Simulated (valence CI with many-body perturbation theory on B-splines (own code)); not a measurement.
# Run record, Bi11+

Computed by configuration interaction combined with many-body perturbation theory (CI+MBPT): four valence electrons over a frozen Dirac-Fock core [Xe] 4f14, a basis of 9 s, 9 p, 10 d, 8 f, 5 g, 3 h, 1 i functions for each j, with the one-electron correlation potential Σ1 (screened to all orders), the two-electron term Σ2, the three-electron term Σ3, Breit, model QED; selected single and double excitations, second order for the rest, scaled by the run's own slope (own B-spline code, finite nucleus).

Command, and the settings that its task file holds:

```sh
python run_cv.py task.json out
```

```
atom Bi  Z=83  mass_number=209  rms_radius_fm=5.5211
core [Xe] 4f14
valence 5d4
avg = 1
basis = L
breit = 1
cap = 40000
capref = 1200
cscale = 1
de = 0.0
dress = 0
eps = 2e-08
extrap = 1
h = 0.27
hh = 1
l2 = 3
lcore = 6
maxit = 60
n2 = 5
natural = 1
nlev = 60
nno = [6, 6, 7, 6, 4, 3, 1]
nroot = 26
nsp = [3, 3, 3, 2, 1, 0, 0]
pt2 = 1
qed = 1
rpa = 1
s1 = 1
s2 = 1
s3 = 1
screen = 1
tol = 2e-05
whole = 1
```

Question: Roughly how long does this run take on one core of Intel(R) Xeon(R) Processor @ 2.30GHz, and how much memory?

Answer: 4.4 min on 1 thread of Intel(R) Xeon(R) Processor @ 2.30GHz, on a shared host, peak memory 1.4 GiB.

Log. The first blocks belong to the next ion, which gives the ionisation energy. Fields: 2J, parity (1 odd), roots, reference size, generating configurations, candidates as configurations/state functions, variational space P, stored matrix elements, Davidson steps; e2 is the range of second-order energies in hartree. The first line gives the box (bohr), its intervals, the orbitals and the steps of their self-consistent field. Window is the range of levels sought, series limit the energy at which the first omitted orbital would enter, core excitation an estimate of the first excitation out of the core, left out the lowest levels not solved, and shifts from estimates the range by which levels moved from their first estimate, all in cm⁻¹.

```
rmax 12.1 intervals 62 orbitals 81 references ['5d4', '5d3 6s', '5d3 6p', '5d3 5f'] scf 6 t 2.1
2J=3 par=0 roots 2 ref 37 generators 6 cand 4471/10790 P 1251/3211 nnz 2.9e+06 it 5
2J=3 par=0 roots 2 ref 37 generators 10 cand 7509/18863 P 1957/5080 nnz 5.9e+06 it 5
   second order: generators 28 cand 21100/51480 e2 -0.00003 -0.00002
reference levels 693, estimated 107, window 422719 1/cm; series limit 1229369, core excitation 528399
2J=0 par=0 roots 7 ref 21 generators 11 cand 20150/48358 P 4165/8000 nnz 8.2e+06 it 7
2J=0 par=0 roots 7 ref 21 generators 40 cand 48435/124346 P 7532/15997 nnz 1.9e+07 it 9
   second order: generators 102 cand 96849/251872 e2 -0.00015 -0.00003
2J=2 par=0 roots 8 ref 44 generators 12 cand 20647/129775 P 1709/8000 nnz 1.1e+07 it 5
2J=2 par=0 roots 8 ref 44 generators 40 cand 50502/313266 P 6173/30536 nnz 1e+08 it 7
   second order: generators 87 cand 89577/593394 e2 -0.00017 -0.00005
2J=4 par=0 roots 12 ref 64 generators 12 cand 16755/158013 P 1188/7999 nnz 1.1e+07 it 7
2J=4 par=0 roots 12 ref 64 generators 38 cand 49500/460931 P 4468/29803 nnz 1.3e+08 it 8
   second order: generators 98 cand 89489/883858 e2 -0.00068 -0.00015
2J=8 par=0 roots 10 ref 50 generators 11 cand 18270/204982 P 1053/7990 nnz 1.2e+07 it 8
2J=8 par=0 roots 10 ref 50 generators 35 cand 50838/589287 P 3626/28069 nnz 1.2e+08 it 9
   second order: generators 85 cand 86626/1065032 e2 -0.00093 -0.00028
2J=6 par=0 roots 10 ref 58 generators 10 cand 21236/238571 P 1018/7999 nnz 1.2e+07 it 6
2J=6 par=0 roots 10 ref 58 generators 33 cand 52268/564785 P 3624/28375 nnz 1.2e+08 it 7
   second order: generators 81 cand 101584/1193905 e2 -0.00076 -0.00030
2J=10 par=0 roots 4 ref 29 generators 6 cand 14570/163053 P 1256/8000 nnz 1.2e+07 it 4
2J=10 par=0 roots 4 ref 29 generators 25 cand 41191/384928 P 4086/28843 nnz 1.2e+08 it 6
   second order: generators 62 cand 77773/907877 e2 -0.00037 -0.00024
2J=12 par=0 roots 3 ref 15 generators 3 cand 6132/35398 P 1382/7997 nnz 1.3e+07 it 5
2J=12 par=0 roots 3 ref 15 generators 18 cand 37296/336128 P 4426/27533 nnz 1.1e+08 it 6
   second order: generators 44 cand 70069/749988 e2 -0.00020 -0.00012
left out: unestimated 600899, estimated 456655, shifts from estimates -33 to 112
operators 8.5
```

The Davidson iterations converged.

No measured spectrum was set against this ion. As an estimate, terms of the open shell hold to 2 to 4 % of their energy, and close levels can change places. Core correlation moves these levels by up to 15000 cm⁻¹, and in measured spectra 5 to 20 % of such shifts remained as error; rates that hang on mixing are uncertain with them. The list stops below the first excitations out of the core. Only levels of the ground parity were solved; by the run's estimate the other parity begins above the list, which can be wrong where configurations are misplaced.

- Valence energy: -35.58997 hartree
- Ionisation energy: 209.04 eV (NIST: 208 ± 2.5 eV (theoretical))
- Reference configurations for the orbitals: 5d4, 5d3 6s, 5d3 6p, 5d3 5f
- Radial orbitals: 81
- Box radius: 12.14 bohr
- Largest variational space: 30536
- Lowest levels: (5d3/2^4) J=0 0.0000, (5d3/2^3 5d5/2) J=1 2.603, (5d3/2^3 5d5/2) J=2 4.105, (5d3/2^3 5d5/2) J=4 4.664, (5d3/2^3 5d5/2) J=3 4.840, (5d3/2^2 5d5/2^2) J=0 [a] 6.917, (5d3/2^2 5d5/2^2) J=4 [a] 7.243, (5d3/2^2 5d5/2^2) J=2 [a] 7.674, (5d3/2^2 5d5/2^2) J=3 [a] 7.683, (5d3/2^2 5d5/2^2) J=5 8.350, (5d3/2^2 5d5/2^2) J=1 8.664, (5d3/2^2 5d5/2^2) J=6 8.888, (5d3/2^2 5d5/2^2) J=4 [b] 9.522, (5d3/2^2 5d5/2^2) J=2 [b] 9.665 eV

Levels are named by their leading jj configuration (3d3/2^4 stands for four electrons in 3d with j = 3/2), which in mixed levels can hold well under half, so a name can repeat and another be missing. Letters in brackets count levels of one name in rising energy.
